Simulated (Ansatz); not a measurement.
Consider the formal exchange of groups at a Ga–Cl bond: `C=[CH][GaH][Cl]` + `Cl[CH2][GeH3]` → `C=[CH][GaH][GeH3]` + `ClCCl`.

Program: Ansatz. Geometries: PBE0-D4/def2-TZVP. ΔE: electronic, gas phase. CCSD(T)/CBS adds triple-zeta CCSD(T) − MP2 to the extrapolated MP2 energy (def2 sets, frozen cores). This one scheme is used for every species. DFT in def2-TZVPP. B3LYP here is the variant with VWN-RPA as its local correlation; programs differ in this. HSE06 is defined as in plane-wave codes. For Ga, Ge outer-core shells are correlated without core-valence functions, which leaves a few kJ/mol of doubt a bond. Scalar relativity is left out up to krypton. One conformer a species, not always the lowest.

`C=[CH][GaH][Cl]`:

```xyz
8

C    -0.895   -0.987   -0.639
C     0.293   -0.562   -0.210
Ga    0.473    1.166    0.643
Cl    2.450    1.728    1.286
H    -1.797   -0.391   -0.529
H    -1.027   -1.953   -1.122
H     1.161   -1.202   -0.348
H    -0.659    2.201    0.919
```

`Cl[CH2][GeH3]`:

Z-matrix (Å, degrees):
```
C
Ge 1 1.966
Cl 1 1.781 2 110.6
H 1 1.089 2 111.1 3 -119.4
H 1 1.089 2 111.1 3 119.4
H 2 1.534 1 109.0 3 60.1
H 2 1.540 1 108.8 3 179.9
H 2 1.534 1 109.0 3 -60.3
```

`C=[CH][GaH][GeH3]`:

```xyz
11

C    -1.088   -1.673   -0.459
C    -1.579   -0.693    0.301
Ga   -0.519    0.893    0.719
Ge    1.754    1.063   -0.168
H    -0.083   -1.630   -0.873
H    -1.661   -2.565   -0.706
H    -2.594   -0.806    0.680
H    -1.112    2.044    1.612
H     1.912    2.315   -1.054
H     2.786    1.197    0.970
H     2.184   -0.146   -1.022
```

`ClCCl`:

Z-matrix (Å, degrees):
```
C
Cl 1 1.762
Cl 1 1.762 2 112.9
H 1 1.086 2 108.1 3 119.6
H 1 1.086 2 108.1 3 -119.6
```

Is it downhill or uphill in electronic energy at CCSD(T)/CBS, and by how much? (Estimate.)

The calculation gave: Uphill: ΔE = +1.52 eV.

What do these levels give: PBE-D4, PBE0-D4, HSE06-D4, BHLYP-D4, ωB97X-V, B2PLYP, r2SCAN, B3LYP, HF/def2-SVP, MP2/def2-QZVPP, SCS-MP2/def2-QZVPP, HF/CBS(def2)? (An estimate is asked.)

Computed: PBE-D4 1.34, PBE0-D4 1.43, HSE06-D4 1.43, BHLYP-D4 1.57, ωB97X-V 1.53, B2PLYP 1.53, r2SCAN 1.50, B3LYP 1.48, HF/def2-SVP 1.86, MP2/def2-QZVPP 1.59, SCS-MP2/def2-QZVPP 1.60, HF/CBS(def2) 1.75 eV.

What do rigid-rotor, harmonic-oscillator terms from PBE0-D4/def2-TZVP frequencies (298.15 K, 1 bar) make of the CCSD(T)/CBS value? (Estimate.)

The calculation gave: ΔZPE = -0.01 eV, ΔH = +1.52 eV, ΔS = 3 J/(mol·K), ΔG = +1.51 eV. Modes under 50 cm⁻¹ make the entropy rough.

Largest T1 diagnostic among the species: 0.013.

From r2SCAN to r2SCAN0 (25 % exact exchange), in def2-TZVPP and without D4, ΔE moves by +0.03 eV. Leaving LDA and LC-ωPBE aside and taking each functional with its dispersion term where it has one, the values, not all of them listed here, spread over 0.22 eV, from revPBE-D4 to BHLYP-D4.
